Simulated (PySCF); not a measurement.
**Se⁺ (selenium, charge +1) across methods**

[Ar] 3d10 4s2 4p2 5s1, high-spin 4P determinant (an excited configuration). Calculation: PySCF 2.14, in aug-cc-pVQZ-PP with ECP10MDF; scalar relativity through the core potential.

| method | E (hartree) | mean ε 4s β (eV) | mean ε 4p α (eV) | mean ε 5s α (eV) | Σ⟨r²⟩ (bohr²) | ⟨S²⟩ |
| --- | --- | --- | --- | --- | --- | --- |
| r2SCAN | -372.2038 | -30.060 | -20.521 | -7.499 | 46.88 | 3.754 |
| PBE0 | -372.3093 | -30.992 | -21.423 | -7.978 | 46.84 | 3.752 |
| LC-wPBE | -372.3773 | -34.234 | -24.374 | -9.424 | 47.42 | 3.753 |
| PBE | -372.3451 | -29.692 | -19.885 | -7.504 | 46.32 | 3.751 |
| revPBE | -372.4105 | -29.473 | -19.839 | -7.455 | 46.13 | 3.752 |
| BLYP | -372.3192 | -29.940 | -19.617 | -7.327 | 46.54 | 3.751 |
| wB97X-V | -372.3037 | -33.797 | -23.760 | -9.220 | 47.58 | 3.752 |
| LDA | -371.7873 | -30.256 | -19.951 | -7.636 | 46.36 | 3.751 |
| UHF | -371.11467 | -33.519 | -25.283 | -9.015 | 48.78 | 3.758 |

Energies and moments cover only the electrons outside the core potential. The outer electron is Rydberg-like, and this basis confines it to a smaller radius and binds it less than a complete one would.
